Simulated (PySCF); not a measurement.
Compound: C5H7F3N (doublet state).
Z-matrix (Å and degrees, GFN2-xTB geometry), rows numbered from 1:
```
C 
C   1  1.5250
N   2  1.4368  1  110.53
C   3  1.3585  2  123.94  1  -142.77
C   4  1.3860  3  122.58  2  -168.88
F   5  1.3622  4  117.41  3     2.98
C   5  1.3706  4  126.30  3  -177.18
F   7  1.3409  5  122.29  4    -0.07
F   7  1.3326  5  125.90  4  -179.40
H   1  1.0861  2  110.07  3   179.34
H   1  1.0866  2  110.26  3    59.32
H   1  1.0875  2  110.50  3   -60.82
H   2  1.0923  1  110.18  3  -119.33
H   2  1.1001  1  109.35  3   122.00
H   3  1.0099  2  116.99  1    55.76
H   4  1.0754  3  118.10  2    13.99
```

The hyperfine couplings belong to this conformer and change with its torsions.

As a line formula: `CCN[CH]C(F)=C(F)F` [radical].

Method used: PySCF 2.14.0, UKS B3LYP, pcH-1 on C F H N, non-relativistic, mean-field spin-orbit, GIAO. Isolated species at its GFN2-xTB geometry (one conformer only). A GFN2-xTB geometry isn't a minimum of the functional, and hyperfine couplings can be far from their values at a DFT geometry. Stability of the SCF solution: not tested.

(1) Give the principal g shifts and their parts.

(2) How much does each term add to the isotropic shift?

(3) What effective moment and Curie constant follow for a powder?

(4) At 9.319 GHz, how far is the centre of the isotropic spectrum from where a free electron (g = 2.002319) resonates?

(5) In a frozen sample, at which fields do the three g values resonate at 9.5, 34, 94 and 263 GHz (hyperfine left aside), and which band first spreads them over more than twice a line width of 0.3 mT?

Results:

(1) 
```
                    Δg (ppm)     1     2     3
relativistic mass correction  -220  -220  -220
            gauge correction     8    53    46
   orbital Zeeman/spin–orbit  -153  1501  2080
                       total  -365  1334  1906
```

So g = 2.00195, 2.00365, 2.00423 and g_iso = 2.00328; the tensor is rhombic: the two nearest values differ by 25 % of g3 − g1. Axes: g2 points within 12° of the C5–C7 bond and g3 points within 13° of the C4–H16 bond.

(2) The orbital-Zeeman/spin–orbit term 1143, the mass correction -220 and the gauge correction 36 ppm, for a total of 958 ppm. The orbital-Zeeman/spin–orbit term is the largest in size. The mass correction is the same along every axis, so the anisotropy comes from the other two: their spans along these axes are 46 (gauge) and 2233 ppm (orbital Zeeman/spin–orbit).

(3) With the mean of g² = 4.0131 and S(S+1) = 0.75: μ_eff = √(⟨g²⟩S(S+1)) = 1.735 μB and χT = 0.12505·⟨g²⟩·S(S+1) = 0.376 cm³ K/mol (cgs; spin-Hamiltonian part alone).

(4) B = hν/(g μB) with μB/h = 13.99624 MHz/mT gives 332.53 mT for the free electron and 332.37 mT at g_iso, 0.16 mT lower.

(5) 
| band | GHz | B(g3) mT | B(g2) mT | B(g1) mT | spread mT |
| --- | --- | --- | --- | --- | --- |
| X | 9.5 | 338.66 | 338.76 | 339.05 | 0.38 |
| Q | 34.0 | 1212.05 | 1212.40 | 1213.43 | 1.38 |
| W | 94.0 | 3350.96 | 3351.92 | 3354.77 | 3.80 |
| J | 263.0 | 9375.57 | 9378.25 | 9386.21 | 10.64 |

The spread grows in proportion to the frequency. Q band is the first where it exceeds 0.6 mT.

The largest Mulliken spin populations are on C4 (+0.51), C7 (+0.48), C5 (-0.19) and N3 (+0.18). Three atoms exceed +0.15. The positive populations add up to 1.25 and the negative ones to -0.25, together 2S = 1. The angles at C4 add up to 359.9°, so it is planar.

The HOMO–LUMO gaps are 4.88 eV among the α and 5.29 eV among the β orbitals.

The run took 80 s wall (with the writing of density and orbital grids) on an Arm Neoverse V2 with one thread, shared host, and the process peaked at 0.96 GiB of memory.
